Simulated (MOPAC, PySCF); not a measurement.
CH4SeSi, SMILES `C=[SiH][SeH]` (C–Si–Se–H torsion 0°), neutral singlet in the gas phase. 

Cartesian coordinates (Å):
```xyz
7

C     -1.1062    -0.5156    -0.1063
Si     0.0888     0.6867    -0.1033
Se     2.1962     0.4935     0.6574
H     -2.0899    -0.2937    -0.5044
H     -0.9536    -1.5184     0.2717
H     -0.1187     2.0553    -0.6188
H      1.9834    -0.9078     1.0441
```
Charge 0, multiplicity 1.

All levels are single points at this geometry (PBE0-D3(BJ)/def2-TZVP); Pople sets use spherical d functions. Orbital energies aren't observables, and empty levels follow the basis.

PBE/6-31G* in PySCF gives HOMO (eV) = -5.11.

Question: Estimate the HOMO (eV) from each of these levels: PBE0-D3(BJ)/def2-TZVP in PySCF; ωB97X-D3(BJ)/def2-TZVP in PySCF; B3LYP/3-21G in PySCF; B3LYP/6-311+G** (LANL2DZ on Se) in PySCF; B3LYP/LANL2DZ in PySCF; SVWN5/6-31G* in PySCF; HF/3-21G in PySCF; HF/6-31G* in PySCF; HF/STO-3G in PySCF; AM1 in MOPAC; PM6 in MOPAC; PM7 in MOPAC.

Answer: 
```tsv
level	HOMO (eV)
PBE0-D3(BJ)/def2-TZVP in PySCF	-6.25
ωB97X-D3(BJ)/def2-TZVP in PySCF	-8.49
B3LYP/3-21G in PySCF	-5.88
B3LYP/6-311+G** (LANL2DZ on Se) in PySCF	-6.09
B3LYP/LANL2DZ in PySCF	-6.11
SVWN5/6-31G* in PySCF	-5.23
HF/3-21G in PySCF	-8.33
HF/6-31G* in PySCF	-8.26
HF/STO-3G in PySCF	-5.71
AM1 in MOPAC	-8.12
PM6 in MOPAC	-8.15
PM7 in MOPAC	-8.38
```
